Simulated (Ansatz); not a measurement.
Steps of a relaxation of `[SiH3][O+]([SiH3])[GaH3-]` with RKS PBE-D4/def2-SVP.

```sh
$ ansatz run in.yaml --threads 4 --pin off --events-out ev --progress --plain --max-ram 10444MiB
```

```yaml
crystal:
  periodic: [false, false, false]
  atoms:
    - {symbol: Si, position_ang: [-0.469100, 1.353900, -0.594800]}
    - {symbol: O, position_ang: [-0.662000, 0.001700, 0.395000]}
    - {symbol: Si, position_ang: [0.681300, 0.030600, 1.423400]}
    - {symbol: Ga, position_ang: [-0.346200, -1.428400, -0.718700]}
    - {symbol: H, position_ang: [-1.617300, 1.410700, -1.599000]}
    - {symbol: H, position_ang: [-0.619400, 2.630600, 0.214500]}
    - {symbol: H, position_ang: [0.791000, 1.414800, -1.329400]}
    - {symbol: H, position_ang: [0.749100, -1.156300, 2.278400]}
    - {symbol: H, position_ang: [0.652200, 1.222200, 2.361200]}
    - {symbol: H, position_ang: [1.973900, 0.071100, 0.693900]}
    - {symbol: H, position_ang: [-1.627000, -1.492000, -1.771000]}
    - {symbol: H, position_ang: [-0.425700, -2.787800, 0.169700]}
    - {symbol: H, position_ang: [0.939800, -1.305800, -1.508400]}
basis:
  gaussian: {orbitals: def2-SVP}
hamiltonian: {xc: pbe, dispersion: d4}
relax: {f_tol: 0.03, max_steps: 200}
```

Positions (Å) and forces (eV/Å) along the path, 11 of 23 steps:

```xyz
13
step=1 energy=-70294.0976 eV
Si   -0.469    1.354   -0.595   -2.043    3.307   -2.127
O    -0.662    0.002    0.395   -0.518    1.626    1.692
Si    0.681    0.031    1.423    2.093    0.104    2.923
Ga   -0.346   -1.428   -0.719   -1.743   -5.209   -2.792
H    -1.617    1.411   -1.599    0.358   -0.282    0.397
H    -0.619    2.631    0.214    0.144   -0.440    0.206
H     0.791    1.415   -1.329    0.722   -0.284   -0.096
H     0.749   -1.156    2.278   -0.341   -0.564    0.197
H     0.652    1.222    2.361   -0.338   -0.025   -0.381
H     1.974    0.071    0.694   -0.004    0.139   -0.478
H    -1.627   -1.492   -1.771    0.411    0.415    0.549
H    -0.426   -2.788    0.170    0.122    0.597    0.166
H     0.940   -1.306   -1.508    1.135    0.618   -0.257
13
step=5 energy=-70295.7948 eV
Si   -0.526    1.554   -0.714    0.132   -0.145    0.056
O    -0.194    0.125    0.202   -0.005    0.129    0.056
Si    0.826    0.009    1.593   -0.021   -0.068   -0.191
Ga   -0.389   -1.775   -0.960    0.046    0.066   -0.009
H    -1.744    1.284   -1.533   -0.016   -0.002    0.008
H    -0.746    2.674    0.261   -0.011    0.001    0.022
H     0.670    1.848   -1.573   -0.044    0.019   -0.008
H     0.407   -1.200    2.363   -0.022    0.020    0.019
H     0.643    1.266    2.389   -0.023    0.051    0.012
H     2.248   -0.102    1.124   -0.015   -0.010    0.036
H    -1.779   -1.429   -1.643    0.017   -0.025    0.019
H    -0.342   -2.730    0.306    0.001   -0.007   -0.019
H     0.946   -1.560   -1.801   -0.039   -0.029    0.000
13
step=8 energy=-70295.8308 eV
Si   -0.525    1.581   -0.713   -0.005    0.040    0.000
O    -0.152    0.151    0.165    0.028   -0.071   -0.049
Si    0.753   -0.035    1.619    0.099   -0.093    0.140
Ga   -0.290   -1.744   -1.004   -0.033   -0.036   -0.015
H    -1.794    1.314   -1.457    0.007    0.000    0.007
H    -0.693    2.689    0.288   -0.004   -0.011   -0.019
H     0.602    1.894   -1.652   -0.010   -0.005    0.011
H     0.039   -1.019    2.511    0.094    0.172   -0.135
H     0.805    1.338    2.254    0.002   -0.162   -0.066
H     2.148   -0.505    1.272   -0.228    0.064    0.056
H    -1.799   -1.605   -1.490    0.081    0.010    0.058
H     0.046   -2.658    0.259    0.006    0.061   -0.027
H     0.880   -1.436   -2.037   -0.038    0.032    0.040
13
step=9 energy=-70295.8483 eV
Si   -0.507    1.585   -0.722    0.004    0.013   -0.020
O    -0.122    0.148    0.137    0.000    0.012    0.002
Si    0.733   -0.056    1.619    0.006   -0.004    0.013
Ga   -0.280   -1.736   -1.004   -0.022    0.012    0.000
H    -1.757    1.303   -1.492   -0.003   -0.001   -0.003
H    -0.715    2.675    0.289   -0.005    0.001    0.001
H     0.630    1.930   -1.635    0.005    0.008   -0.003
H    -0.050   -0.968    2.504   -0.022   -0.007    0.012
H     0.833    1.317    2.227   -0.001   -0.013   -0.011
H     2.099   -0.592    1.325    0.008   -0.008   -0.001
H    -1.821   -1.666   -1.360   -0.008   -0.003    0.007
H     0.186   -2.605    0.243    0.032   -0.014    0.020
H     0.791   -1.371   -2.116    0.005    0.005   -0.017
13
step=11 energy=-70295.8554 eV
Si   -0.477    1.596   -0.736   -0.005    0.017   -0.028
O    -0.088    0.155    0.114    0.016   -0.002    0.048
Si    0.709   -0.070    1.627   -0.031    0.020   -0.016
Ga   -0.277   -1.725   -1.000   -0.018   -0.061   -0.031
H    -1.704    1.299   -1.538    0.006   -0.001   -0.003
H    -0.734    2.670    0.282    0.000   -0.008   -0.002
H     0.674    1.977   -1.617    0.004    0.001    0.003
H    -0.146   -0.935    2.494   -0.012   -0.023    0.006
H     0.839    1.305    2.219   -0.002    0.015    0.010
H     2.062   -0.659    1.392    0.036   -0.013   -0.007
H    -1.851   -1.752   -1.201    0.039    0.017    0.011
H     0.351   -2.574    0.198    0.001    0.039   -0.027
H     0.662   -1.321   -2.220   -0.034   -0.002    0.036
13
step=12 energy=-70295.8597 eV
Si   -0.453    1.593   -0.746    0.002   -0.012   -0.001
O    -0.090    0.156    0.123   -0.005    0.013   -0.019
Si    0.703   -0.068    1.635    0.005   -0.004    0.015
Ga   -0.299   -1.732   -1.000    0.024    0.010    0.013
H    -1.653    1.288   -1.584    0.003    0.000   -0.006
H    -0.746    2.670    0.259    0.001   -0.006   -0.004
H     0.724    1.976   -1.591    0.004   -0.001    0.003
H    -0.137   -0.968    2.483    0.001   -0.007   -0.003
H     0.796    1.302    2.250   -0.004   -0.001    0.001
H     2.073   -0.622    1.404   -0.001    0.003    0.000
H    -1.876   -1.771   -1.128   -0.017   -0.002    0.006
H     0.404   -2.563    0.164    0.001    0.002   -0.009
H     0.575   -1.296   -2.253   -0.013    0.005    0.005
13
step=15 energy=-70295.8673 eV
Si   -0.385    1.581   -0.780   -0.004   -0.014   -0.017
O    -0.113    0.159    0.144    0.009   -0.036    0.027
Si    0.669   -0.066    1.662    0.012    0.016   -0.020
Ga   -0.339   -1.720   -0.982   -0.016    0.012   -0.009
H    -1.532    1.279   -1.688   -0.014    0.007   -0.009
H    -0.722    2.684    0.181    0.003    0.007    0.009
H     0.854    1.922   -1.550    0.012    0.005   -0.005
H    -0.121   -1.058    2.451   -0.013   -0.008   -0.004
H     0.658    1.282    2.328   -0.001    0.009    0.018
H     2.077   -0.517    1.436    0.007   -0.002    0.006
H    -1.915   -1.864   -0.903    0.002   -0.006   -0.002
H     0.565   -2.544    0.036    0.008    0.008    0.007
H     0.325   -1.172   -2.319   -0.003    0.000    0.001
13
step=16 energy=-70295.8678 eV
Si   -0.376    1.577   -0.788    0.016    0.037    0.019
O    -0.111    0.158    0.144   -0.018    0.019   -0.022
Si    0.664   -0.062    1.666   -0.026   -0.041    0.021
Ga   -0.345   -1.719   -0.982    0.033   -0.011    0.014
H    -1.543    1.299   -1.681    0.004   -0.015    0.003
H    -0.681    2.688    0.176    0.001   -0.003   -0.007
H     0.861    1.900   -1.571   -0.005   -0.009   -0.009
H    -0.129   -1.071    2.433    0.009    0.003    0.008
H     0.632    1.276    2.352   -0.003    0.004   -0.015
H     2.080   -0.501    1.457    0.001    0.009   -0.008
H    -1.914   -1.904   -0.890   -0.008    0.011    0.013
H     0.592   -2.518    0.029   -0.003   -0.008   -0.018
H     0.290   -1.157   -2.328    0.000    0.004    0.001
13
step=20 energy=-70295.8707 eV
Si   -0.323    1.569   -0.815   -0.016    0.005   -0.003
O    -0.135    0.160    0.156    0.020    0.030   -0.007
Si    0.606   -0.058    1.694   -0.002    0.007    0.004
Ga   -0.342   -1.713   -0.979    0.009   -0.017   -0.013
H    -1.548    1.358   -1.651    0.044    0.014    0.028
H    -0.500    2.726    0.132    0.006   -0.040   -0.037
H     0.902    1.770   -1.657   -0.039   -0.005    0.025
H    -0.139   -1.148    2.397    0.006    0.008   -0.005
H     0.465    1.251    2.422   -0.001   -0.021   -0.012
H     2.055   -0.394    1.514   -0.016    0.001    0.002
H    -1.882   -1.996   -0.739    0.018    0.006    0.002
H     0.739   -2.487   -0.099   -0.020    0.018   -0.014
H     0.124   -1.073   -2.362   -0.010   -0.005    0.030
13
step=21 energy=-70295.8707 eV rejected
Si   -0.318    1.567   -0.819   -0.017   -0.007   -0.004
O    -0.127    0.157    0.151    0.012    0.046    0.003
Si    0.600   -0.060    1.695   -0.001    0.006    0.000
Ga   -0.339   -1.718   -0.981    0.012    0.045    0.017
H    -1.553    1.364   -1.642    0.041    0.012    0.027
H    -0.478    2.725    0.129    0.003   -0.033   -0.029
H     0.899    1.761   -1.674   -0.030   -0.005    0.020
H    -0.146   -1.155    2.389    0.004    0.007   -0.004
H     0.446    1.247    2.425    0.002   -0.020   -0.011
H     2.052   -0.390    1.528   -0.015    0.003    0.004
H    -1.876   -1.998   -0.718    0.016   -0.014   -0.011
H     0.754   -2.477   -0.106   -0.017   -0.007   -0.028
H     0.108   -1.058   -2.361   -0.010   -0.033    0.015
13
step=23 energy=-70295.8715 eV
Si   -0.313    1.568   -0.821   -0.006   -0.006   -0.002
O    -0.119    0.161    0.149    0.005    0.009   -0.002
Si    0.594   -0.058    1.700    0.001   -0.005    0.000
Ga   -0.336   -1.715   -0.981   -0.001    0.011    0.006
H    -1.553    1.374   -1.632    0.002   -0.001    0.001
H    -0.459    2.726    0.125    0.000    0.003    0.002
H     0.896    1.754   -1.685    0.001    0.000   -0.001
H    -0.154   -1.157    2.383   -0.001    0.001   -0.002
H     0.428    1.245    2.432    0.000   -0.002   -0.001
H     2.048   -0.383    1.544   -0.003    0.001    0.002
H    -1.867   -2.007   -0.700    0.002   -0.003   -0.002
H     0.770   -2.478   -0.129    0.001   -0.004   -0.003
H     0.086   -1.064   -2.370   -0.002   -0.003    0.003
```

It took 40 s on 4 threads of an Arm Neoverse V1 on a shared host, with 0.19 GiB of host memory at the peak.
